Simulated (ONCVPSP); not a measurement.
## What one change does to a pseudopotential (gadolinium (Gd), ONCV)

```json
{"Element": "gadolinium (Gd)", "Generator": "ONCVPSP 4.0.1", "Type": "optimised norm-conserving Vanderbilt (ONCV)", "Functional": "PBEsol", "Relativity": "non-relativistic", "Frozen core": "[Kr] 4d10", "Valence charge": "18", "Reference configuration": "4f7 5s2 5p6 5d1 6s2", "Partial waves": "5s+6s: rc 2.40 bohr, ncon 4, nbas 8, qcut 5.8 1/bohr, 2 projectors; 5p: rc 2.10 bohr, ncon 4, nbas 7, qcut 6.6 1/bohr, 3 projectors, debl 2.7 Ha; 5d: rc 3.30 bohr, ncon 4, nbas 9, qcut 5.4 1/bohr, 2 projectors, debl 3.9 Ha; 4f: rc 1.30 bohr, ncon 3, nbas 7, qcut 10.8 1/bohr, 2 projectors, debl 0.6 Ha", "Local potential": "polynomial inside 0.95 bohr (lpopt 5, dvloc0 3 Ha)", "Core correction": "Teter function, fcfact 6, rcfact 1.15"}
```

Change: all radii but the core radius scaled by about 1.12 (s 2.68, p 2.34, d 3.68, f 1.46 bohr); local potential polynomial inside 1.06 bohr (lpopt 5, dvloc0 3 Ha).

Cutoffs: the cutoffs (Ha) at which the residual kinetic energy of the hardest occupied pseudo-wave falls to 1 and 0.1 mHa per electron; they do not see the model core or the augmentation charge, which bear on the density cutoff. Errors are all-electron minus pseudo energies relative to the spin-unpolarised reference configuration.

Q: What does the change do?

A: The potential gets softer (60 Ha and 178 Ha → 52 Ha and 59 Ha); the bound ghosts move from s to d, s; of the 4 tests that both files solve, the error grows in 3 and shrinks in 0 by more than 15 % and 0.3 meV (median size 1.2 → 5.2 meV). A larger radius leaves more room for a smooth pseudo-wave, so fewer plane waves are needed. More of the atom is replaced by a form fitted at one configuration, so other configurations suffer.

| quantity | base | changed |
| --- | --- | --- |
| cutoff, loose | 60 Ha | 52 Ha |
| cutoff, tight | 178 Ha | 59 Ha |
| loose cutoff by channel | s 10 Ha, p 14 Ha, d 7.8 Ha, f 60 Ha | s 8.4 Ha, p 9.9 Ha, d 7.3 Ha, f 52 Ha |
| bound ghosts | s | s, d |
| GHOST(+) flags under 300 eV | p at 201.3 eV | p at 231.7 eV |
| error for 4f7 5s2 5p6 5d1 6s1, meV [ΔE 6.19 eV] | -0.3 | -1.3 |
| error for 4f7 5s2 5p6 5d1 6s0, meV [ΔE 17.43 eV] | -2.2 | -9.2 |
| error for 4f7 5s2 5p6 5d0 6s0, meV [ΔE 37.81 eV] | +9.4 | +23 |
| error for 4f7 5s2 5p6 5d1 6s1.5, meV [ΔE 2.49 eV] | 0.0 | -0.2 |
| rms error of d²Exc/dni dnj with the model core, mHa | 3.13 | 3.40 |

 A true bound ghost makes a file unfit for plane-wave use even where its test errors are small: the radial tests pick states by their node count and pass the ghost by.
